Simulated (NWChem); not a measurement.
MgH2S2; SMILES [SH][Mg][SH]

```xyz
5

Mg    -0.0654    -0.2172     0.3536
S      0.0511    -2.5214     0.3951
H      0.9686    -2.5683    -0.5987
S     -0.1644     2.0883     0.3691
H     -1.1424     2.1292    -0.5652
```
Atoms are numbered in this order, from 1.

All runs: NWChem. Pople sets run with spherical d functions. STO-3G and 3-21G are far too small for this property and stand as cheap habits. The geometry was optimised at PBE0/def2-SVP. GIAO values for the isolated, static molecule; σ is the absolute isotropic shielding, δ = σ(reference) − σ with the isolated reference molecule computed at the same levels (1H: tetramethylsilane).

```json
[
 {"level": "Hartree-Fock/6-31G*", "σ Mg1 (ppm)": "524.8", "σ S2 (ppm)": "858.1", "δ H3 (ppm)": "-1.30"},
 {"level": "B3LYP/6-311G**", "σ Mg1 (ppm)": "448.2", "σ S2 (ppm)": "794.5", "δ H3 (ppm)": "-0.96"},
 {"level": "Hartree-Fock/STO-3G", "σ Mg1 (ppm)": "423.0", "σ S2 (ppm)": "946.5", "δ H3 (ppm)": "-3.66"},
 {"level": "KT2/pcSseg-1", "σ Mg1 (ppm)": "448.2", "σ S2 (ppm)": "804.4", "δ H3 (ppm)": "-0.89"},
 {"level": "PBE0/pcSseg-1", "σ Mg1 (ppm)": "450.1", "σ S2 (ppm)": "825.5", "δ H3 (ppm)": "-0.88"}
]
```
